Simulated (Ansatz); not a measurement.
Basis sets compared for [Cu(NH3)2]+ (CuN₂H₆⁺). Total charge 1; singlet. Geometry PBE0-D4/def2-TZVP. Ansatz on 2 threads of Intel Xeon Platinum 8259CL on a shared host; times are rough, and most runs start from earlier orbitals.

```xyz
9

Cu    0.0000    0.0000    0.0000
N     0.6077    1.3008    1.2803
H    -0.0332    2.0865    1.3644
H     1.5142    1.6906    1.0321
H     0.7069    0.9058    2.2127
N    -0.6077   -1.3008   -1.2803
H    -1.4848   -1.7346   -1.0014
H     0.0618   -2.0560   -1.4090
H    -0.7650   -0.8923   -2.1988
```

The 6-31G sets use Cartesian d functions. B3LYP takes the VWN-RPA correlation.

```csv
level,functions,energy (Eh),HOMO (eV),LUMO (eV),wall time
PBE-D4/def2-SVP,89,-1752.7865,-9.99,-5.48,2.2 s
B3LYP-D4/6-31G,59,-1753.2077,-10.25,-4.56,2.2 s
PBE0-D4/def2-SVP,89,-1752.8060,-11.51,-4.61,2.7 s
```

Problem. Estimate the rows for PBE-D4/def2-TZVP, B3LYP-D4/def2-TZVP (with forces), PBE0-D4/def2-TZVP.

Solution. 
| level | functions | energy (Eh) | HOMO (eV) | LUMO (eV) | wall time |
| --- | --- | --- | --- | --- | --- |
| PBE-D4/def2-TZVP | 143 | -1753.1692 | -10.35 | -5.74 | 2.8 s |
| B3LYP-D4/def2-TZVP (with forces) | 143 | -1753.6104 | -11.65 | -5.18 | 5.5 s |
| PBE0-D4/def2-TZVP | 143 | -1753.1755 | -11.81 | -4.81 | 3.7 s |
